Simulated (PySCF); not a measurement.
C₃H₆BFO₂. Atoms are numbered in the order given.

```xyz
13

C     -1.6402    -0.6060     0.0000
C     -0.3321    -0.2932     0.0000
O      0.6983    -1.1798     0.0000
C      0.3804    -2.5489     0.0000
B      0.1482     1.2070     0.0000
O     -0.7574     2.2129     0.0000
F      1.4545     1.4978     0.0000
H     -2.3673     0.2082     0.0000
H     -2.0246    -1.6287     0.0000
H      1.3309    -3.0992     0.0000
H     -0.2022    -2.8280    -0.8973
H     -0.2022    -2.8280     0.8973
H     -0.3422     3.0838     0.0000
```
Charge 0, spin multiplicity 1.

Geometry optimised at ωB97X-D3(BJ)/def2-SVP. This is a generated structure with no PubChem entry under its InChIKey; it may be hypothetical. The values are those of a single conformer.

All values below come from PySCF with PBE/pcSseg-1.

GIAO shieldings, no solvent; atoms listed in one row are averaged. δ = σ(ref) − σ: ¹³C against TMS (σ = 182.0 ppm); ¹⁷O against H2O (σ = 334.3 ppm); ¹¹B against BF3 (σ = 83.9 ppm); ¹⁹F against CFCl3 (σ = 133.6 ppm); ¹H against TMS (σ = 31.49 ppm), references at their B3LYP-D3(BJ)/def2-TZVP geometries, non-relativistic.

```json
[
 {"nucleus": "¹³C", "atoms": "C2", "count": "1", "δ (ppm)": "165.2"},
 {"nucleus": "¹³C", "atoms": "C1", "count": "1", "δ (ppm)": "103.2"},
 {"nucleus": "¹³C", "atoms": "C4", "count": "1", "δ (ppm)": "58.0"},
 {"nucleus": "¹⁷O", "atoms": "O3", "count": "1", "δ (ppm)": "143.1"},
 {"nucleus": "¹⁷O", "atoms": "O6", "count": "1", "δ (ppm)": "130.9"},
 {"nucleus": "¹¹B", "atoms": "B5", "count": "1", "δ (ppm)": "11.7"},
 {"nucleus": "¹⁹F", "atoms": "F7", "count": "1", "δ (ppm)": "-118.5"},
 {"nucleus": "¹H", "atoms": "H8", "count": "1", "δ (ppm)": "5.55"},
 {"nucleus": "¹H", "atoms": "H9", "count": "1", "δ (ppm)": "4.88"},
 {"nucleus": "¹H", "atoms": "H13", "count": "1", "δ (ppm)": "4.23"},
 {"nucleus": "¹H", "atoms": "H10, H11, H12", "count": "3", "δ (ppm)": "3.83"}
]
```
